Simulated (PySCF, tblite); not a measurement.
Isomers of C6H6NO2P, one GFN2-xTB conformer each. Single-point energies are computed at PBE0/pcSseg-1 (PySCF, gas phase, no added dispersion term), electronic only.

```
         SMILES  GFN2-xTB relative energy (kcal/mol)
COC(=O)c1ccpcn1                                  1.1
COC(=O)c1cncpc1                                  0.0
  COc1nccpc1C=O                                  6.7
```

Conformers: `[CH3:1][O:2][C:3](=[O:4])[c:5]1[cH:6][cH:7][p:8][cH:9][n:10]1` with C1–O2–C3–O4 0°, O2–C3–C5–C6 180°; `[CH3:1][O:2][C:3](=[O:4])[c:5]1[cH:6][n:7][cH:8][p:9][cH:10]1` with C1–O2–C3–O4 0°, O2–C3–C5–C6 0°; `[CH3:1][O:2][c:3]1[n:4][cH:5][cH:6][p:7][c:8]1[CH:9]=[O:10]` with C1–O2–C3–N4 0°, P7–C8–C9–O10 0°.

**Question.** What does PBE0/pcSseg-1 give for the same structures?

**Answer.** 
```csv
SMILES,PBE0/pcSseg-1 E (Eh),PBE0/pcSseg-1 (kcal/mol),GFN2-xTB (kcal/mol),point group
COC(=O)c1cncpc1,-778.10537,0.0,0.0,near Cs
COC(=O)c1ccpcn1,-778.10348,1.2,1.1,Cs
COc1nccpc1C=O,-778.08774,11.1,6.7,Cs
```

Both levels put the same isomer lowest; measured from each level's own lowest isomer, the values differ by up to 4.4 kcal/mol (COc1nccpc1C=O: 6.7 against 11.1). As drawn, the lowest has a C(=O)–O unit, which the highest lacks. Neighbours under 2.5 kcal/mol apart (COC(=O)c1cncpc1 and COC(=O)c1ccpcn1) can change places with a better method, another conformer or zero-point energy.

**Question.** Which frontier levels, dipoles and rotational constants go with these structures?

**Answer.** 
```
         SMILES  HOMO (eV, PBE0/pcSseg-1)  LUMO (eV)  dipole (D)       A, B, C (MHz)
COC(=O)c1cncpc1                     -7.28      -2.20        1.78  2953, 690.5, 561.6
COC(=O)c1ccpcn1                     -7.29      -2.58        0.21  3350, 656.5, 550.9
  COc1nccpc1C=O                     -7.43      -2.80        4.06   1583, 1150, 668.8
```

**Question.** What happens when harmonic zero-point energies from GFN2-xTB frequencies are added?

**Answer.** 
```csv
SMILES,ZPE (kcal/mol),electronic (kcal/mol),with ZPE (kcal/mol)
COC(=O)c1cncpc1,69.1,0.0,0.0
COC(=O)c1ccpcn1,69.1,1.2,1.2
COc1nccpc1C=O,68.9,11.1,10.9
```

The zero-point energies span 0.2 kcal/mol. The order is unchanged.
